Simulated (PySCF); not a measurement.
```xyz
4
charge 0 multiplicity 1, angstrom
Sr    1.8017    0.0000    0.0000
Sr   -1.8017    0.0000    0.0000
S     0.0000    1.9587    0.0000
S     0.0000   -1.9587    0.0000
```

Computed with PBE0/[Sr def2-TZVP with ECP28, S def2-TZVP], scalar-relativistic core potentials, density fitting, no spin–orbit coupling, PySCF.

This geometry of Sr2S2 is a stationary point at this level.

**Question.** What is the point group?

**Answer.** D2h.

**Question.** Is it a minimum?

**Answer.** Yes: all harmonic wavenumbers are real.

**Question.** List the harmonic modes with their infrared intensities.

**Answer.** 
```csv
symmetry,ω (cm⁻¹),IR (km/mol)
b3u,89,64.8
ag,143,0.0
b3g,235,0.0
b2u,297,148
ag,298,0.0
b1u,301,129
```

**Question.** What are the dipole moment and the gap between the highest occupied and lowest empty levels?

**Answer.** 0.00 D and 3.60 eV.

In D2h the vibrations span b3u + 2ag + b3g + b2u + b1u. The ag, b3g modes carry no infrared intensity, as symmetry demands. With a centre of inversion only u modes can be infrared active and only g modes Raman active.

Other isomers or separated fragments may lie lower.
